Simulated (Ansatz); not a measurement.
BGeH6NSe (`B[Se][GeH2][NH2]`). Total charge 0; spin multiplicity 1. All single points use the PBE0-D4/def2-TZVP geometry. It is one conformer, not always the lowest.

```xyz
10

B    -0.974   -1.572   -0.964
Se   -1.742   -0.691    0.531
Ge   -0.044    0.929    1.035
N     1.409    0.917   -0.069
H     0.091   -1.259   -1.400
H    -1.619   -2.455   -1.440
H     0.441    0.625    2.459
H    -0.711    2.307    0.925
H     1.203    1.139   -1.033
H     1.945    0.060   -0.045
```

(1) What is the dipole moment at B3LYP/def2-TZVPP? (Best estimate.)

(2) And with PBE, r2SCAN, ωB97M-V? (An estimate is asked.)

(3) Give the Mulliken charges with B3LYP, ωB97M-V, r2SCAN in def2-TZVPP. (Estimate.)

## Answers

(1) Computed: 1.07 D, with components (0.95, 0.46, -0.21) D in this frame, pointing from negative to positive charge.

(2) Ansatz gave: PBE 1.15 D, r2SCAN 1.18 D, ωB97M-V 1.09 D.

(3) The calculation gave: 
| atom | B3LYP | ωB97M-V | r2SCAN |
| --- | --- | --- | --- |
| B1 | -0.15 | -0.22 | -0.10 |
| Se2 | -0.16 | -0.15 | -0.15 |
| Ge3 | 0.33 | 0.28 | 0.35 |
| N4 | -0.36 | -0.35 | -0.39 |
| H5 | 0.03 | 0.06 | -0.01 |
| H6 | 0.05 | 0.08 | 0.01 |
| H7 | 0.00 | 0.03 | 0.00 |
| H8 | 0.00 | 0.03 | 0.00 |
| H9 | 0.13 | 0.12 | 0.15 |
| H10 | 0.13 | 0.12 | 0.15 |

B3LYP here is the variant with VWN-RPA as its local correlation; programs differ in this.
